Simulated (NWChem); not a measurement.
Program: NWChem. System: C$_{4}$H$_{7}$F, charge 0, spin multiplicity 1, displaced from the optimised geometry. The structure started from a generated list of species. Level: BLYP/def2-SVP.

NWChem printed:

```
             Northwest Computational Chemistry Package (NWChem) 7.3.0
             --------------------------------------------------------

                                NWChem Input Module
                                -------------------

 Scaling coordinates for geometry "geometry" by  1.889725989
 (inverse scale =  0.529177249)

                             Geometry "geometry" -> ""
                             -------------------------

 Output coordinates in angstroms (scale by  1.889725989 to convert to a.u.)

  No.       Tag          Charge          X              Y              Z
 ---- ---------------- ---------- -------------- -------------- --------------
    1 C                    6.0000     1.71090500    -0.76006800    -0.21357900
    2 C                    6.0000     0.61989600     0.02228200    -0.01449200
    3 F                    9.0000     0.58957500     0.88021800     1.05190100
    4 C                    6.0000    -0.65589400     0.09017300    -0.83952700
    5 C                    6.0000    -1.93379300    -0.23847800    -0.01434400
    6 H                    1.0000     2.58244800    -0.70376900     0.47645800
    7 H                    1.0000     1.74469100    -1.46283000    -1.07424600
    8 H                    1.0000    -0.55218700    -0.60510200    -1.71400700
    9 H                    1.0000    -0.74023200     1.13192000    -1.26069900
   10 H                    1.0000    -2.02998800     0.45383900     0.86287300
   11 H                    1.0000    -2.85562200    -0.12977200    -0.64430500
   12 H                    1.0000    -1.90196300    -1.28970100     0.37846700

 Effective nuclear repulsion energy (a.u.)     172.0456740808

            Nuclear Dipole moment (a.u.)
            ----------------------------
        X                 Y               Z
 ---------------- ---------------- ----------------
     0.0000113384     0.0000018897    -0.0000037795


 Summary of "ao basis" -> "" (spherical)
 ------------------------------------------------------------------------------
       Tag                 Description            Shells   Functions and Types
 ---------------- ------------------------------  ------  ---------------------
 *                          def2-svp                  on all atoms

                                 NWChem DFT Module
                                 -----------------

 Summary of "ao basis" -> "ao basis" (spherical)
 ------------------------------------------------------------------------------
       Tag                 Description            Shells   Functions and Types
 ---------------- ------------------------------  ------  ---------------------
 C                          def2-svp                 6       14   3s2p1d
 F                          def2-svp                 6       14   3s2p1d
 H                          def2-svp                 3        5   2s1p

 Summary of "ao basis" -> "ao basis" (spherical)
 ------------------------------------------------------------------------------
       Tag                 Description            Shells   Functions and Types
 ---------------- ------------------------------  ------  ---------------------
 C                          def2-svp                 6       14   3s2p1d
 F                          def2-svp                 6       14   3s2p1d
 H                          def2-svp                 3        5   2s1p

            General Information
            -------------------
          SCF calculation type: DFT
          Wavefunction type:  closed shell.
          No. of atoms     :    12
          No. of electrons :    40
           Alpha electrons :    20
            Beta electrons :    20
          Charge           :     0
          Spin multiplicity:     1
          Use of symmetry is: off; symmetry adaption is: off
          Maximum number of iterations: 100
          AO basis - number of functions:   105
                     number of shells:    51
          Convergence on energy requested:  1.00D-06
          Convergence on density requested:  1.00D-05
          Convergence on gradient requested:  5.00D-04

              XC Information
              --------------
                    Becke 1988 Exchange Functional  1.000
[...]
     6     -0.245489   1 C  pz                8      0.229118   1 C  py
    20     -0.204157   2 C  pz               33      0.196262   3 F  py
     9     -0.182001   1 C  pz                4      0.176051   1 C  px
    59      0.171111   5 C  s                34     -0.154172   3 F  pz

 Vector   21  Occ=0.000000D+00  E=-1.547042D-02
              MO Center=  8.4D-01, -2.6D-01, -1.7D-01, r^2= 3.0D+00
   Bfn.  Coefficient  Atom+Function         Bfn.  Coefficient  Atom+Function
  ----- ------------  ---------------      ----- ------------  ---------------
    59      0.462789   5 C  s                 8     -0.399697   1 C  py
    22      0.363123   2 C  py               87     -0.358268   9 H  s
    19      0.355560   2 C  py                9      0.294598   1 C  pz
     5     -0.292249   1 C  py               20     -0.289155   2 C  pz
    97     -0.286327  11 H  s                23     -0.261423   2 C  pz

 Vector   22  Occ=0.000000D+00  E= 3.692351D-02
              MO Center= -5.9D-01, -5.0D-01, -9.8D-01, r^2= 6.2D+00
   Bfn.  Coefficient  Atom+Function         Bfn.  Coefficient  Atom+Function
  ----- ------------  ---------------      ----- ------------  ---------------
    45      1.529108   4 C  s                82     -1.087490   8 H  s
    59      1.064176   5 C  s                77     -0.740603   7 H  s
    97     -0.680608  11 H  s                87     -0.589560   9 H  s
   102     -0.590229  12 H  s                 3      0.522050   1 C  s
    92     -0.478395  10 H  s                17     -0.414741   2 C  s

 Vector   23  Occ=0.000000D+00  E= 6.602439D-02
              MO Center= -6.4D-01, -4.3D-01, -4.6D-01, r^2= 8.0D+00
   Bfn.  Coefficient  Atom+Function         Bfn.  Coefficient  Atom+Function
  ----- ------------  ---------------      ----- ------------  ---------------
    59      1.830891   5 C  s                77      1.090108   7 H  s
    92     -1.004505  10 H  s                 3     -0.811472   1 C  s
    97     -0.772346  11 H  s               102     -0.626358  12 H  s
    82      0.616731   8 H  s                87     -0.518141   9 H  s
    50      0.475996   4 C  py                8      0.392451   1 C  py

 center of mass
 --------------
 x =   0.11003911 y =   0.08839198 z =   0.10213499

 moments of inertia (a.u.)
 ------------------
         234.175917103410          14.111405121628         -52.159252724053
          14.111405121628         570.927627679595         -68.993307060819
         -52.159252724053         -68.993307060819         540.252569780263

     Multipole analysis of the density
     ---------------------------------

     L   x y z        total         alpha         beta         nuclear
     -   - - -        -----         -----         ----         -------
     0   0 0 0     -0.000000    -20.000000    -20.000000     40.000000

     1   1 0 0     -0.239643     -0.119827     -0.119827      0.000011
     1   0 1 0     -0.216694     -0.108348     -0.108348      0.000002
     1   0 0 1     -0.415659     -0.207828     -0.207828     -0.000004

     2   2 0 0    -22.400717   -144.176854   -144.176854    265.952992
     2   1 1 0     -0.790614      6.046807      6.046807    -12.884227
     2   1 0 1      0.196266    -13.132243    -13.132243     26.460751
     2   0 2 0    -23.378614    -42.045074    -42.045074     60.711533
     2   0 1 1     -0.034595    -17.345652    -17.345652     34.656709
     2   0 0 2    -23.285424    -50.343408    -50.343408     77.401391

            General Information
            -------------------
          SCF calculation type: DFT
          Wavefunction type:  closed shell.
          No. of atoms     :    12
          No. of electrons :    40
           Alpha electrons :    20
            Beta electrons :    20
          Charge           :     0
          Spin multiplicity:     1
          Use of symmetry is: off; symmetry adaption is: off
          Maximum number of iterations: 100
          AO basis - number of functions:   105
                     number of shells:    51
          Convergence on energy requested:  1.00D-06
          Convergence on density requested:  1.00D-05
          Convergence on gradient requested:  5.00D-04

              XC Information
              --------------
                    Becke 1988 Exchange Functional  1.000
              Lee-Yang-Parr Correlation Functional  1.000

             Grid Information
             ----------------
          Grid used for XC integration:  medium
          Radial quadrature: Mura-Knowles
          Angular quadrature: Lebedev.
          Tag              B.-S. Rad. Rad. Pts. Rad. Cut. Ang. Pts.
          ---              ---------- --------- --------- ---------
          C                   0.70       49          12.0       434
          F                   0.50       49          10.0       434
          H                   0.35       45          13.0       434
          Grid pruning is: on
          Number of quadrature shells:   560
          Spatial weights used:  Erf1

          Convergence Information
          -----------------------
          Convergence aids based upon iterative change in
          total energy or number of iterations.
          Levelshifting, if invoked, occurs when the
          HOMO/LUMO gap drops below (HL_TOL):  1.00D-02
          DIIS, if invoked, will attempt to extrapolate
          using up to (NFOCK): 10 stored Fock matrices.

                    Damping( 0%)  Levelshifting(0.5)       DIIS
                  --------------- ------------------- ---------------
          dE  on:    start            ASAP                start
          dE off:    2 iters        100 iters           100 iters

      Screening Tolerance Information
      -------------------------------
          Density screening/tol_rho:  1.00D-10
          AO Gaussian exp screening on grid/accAOfunc:  14
          CD Gaussian exp screening on grid/accCDfunc:  20
          XC Gaussian exp screening on grid/accXCfunc:  20
          Schwarz screening/accCoul:  1.00D-08

                            NWChem DFT Gradient Module
                            --------------------------

  charge          =   0.00
  wavefunction    = closed shell

                         DFT ENERGY GRADIENTS

    atom               coordinates                        gradient
                 x          y          z           x          y          z
   1 C       3.233142  -1.436320  -0.403606    0.004464  -0.003689  -0.001369
   2 C       1.171434   0.042107  -0.027386   -0.005246   0.007179   0.005233
   3 F       1.114135   1.663371   1.987805   -0.000368   0.001654   0.001947
   4 C      -1.239460   0.170402  -1.586476   -0.002769  -0.001001   0.001722
   5 C      -3.654339  -0.450658  -0.027106    0.003149   0.000521  -0.001663
   6 H       4.880119  -1.329931   0.900375    0.007095   0.000580   0.005789
   7 H       3.296988  -2.764348  -2.030031    0.000210  -0.005757  -0.007143
   8 H      -1.043482  -1.143477  -3.239004    0.000904  -0.004982  -0.006496
   9 H      -1.398836   2.139019  -2.382376   -0.000009   0.007294  -0.003055
  10 H      -3.836121   0.857631   1.630594   -0.000865   0.005143   0.006588
  11 H      -5.396343  -0.245234  -1.217560   -0.006706   0.000745  -0.004431
  12 H      -3.594189  -2.437181   0.715199    0.000141  -0.007686   0.002878

                 ----------------------------------------
                 |  Time  |  1-e(secs)   |  2-e(secs)   |
                 ----------------------------------------
                 |  CPU   |       0.02   |       3.46   |
                 ----------------------------------------
                 |  WALL  |       0.02   |       3.46   |
                 ----------------------------------------

 Task  times  cpu:       28.3s     wall:       28.3s

 Total times  cpu:       28.3s     wall:       28.3s
```

Q: Write an NWChem input that would produce this output.

A: One answer among several that fit: 
```
start mol
memory heap 200 mb stack 800 mb global 1000 mb
geometry units angstroms nocenter noautoz noautosym
  C      1.710905    -0.760068    -0.213579
  C      0.619896     0.022282    -0.014492
  F      0.589575     0.880218     1.051901
  C     -0.655894     0.090173    -0.839527
  C     -1.933793    -0.238478    -0.014344
  H      2.582448    -0.703769     0.476458
  H      1.744691    -1.462830    -1.074246
  H     -0.552187    -0.605102    -1.714007
  H     -0.740232     1.131920    -1.260699
  H     -2.029988     0.453839     0.862873
  H     -2.855622    -0.129772    -0.644305
  H     -1.901963    -1.289701     0.378467
end
basis spherical
  * library def2-svp
end
dft
  xc becke88 lyp
  semidirect memsize 60000000 filesize 0
  iterations 100
  vectors input hcore
end
task dft gradient
```
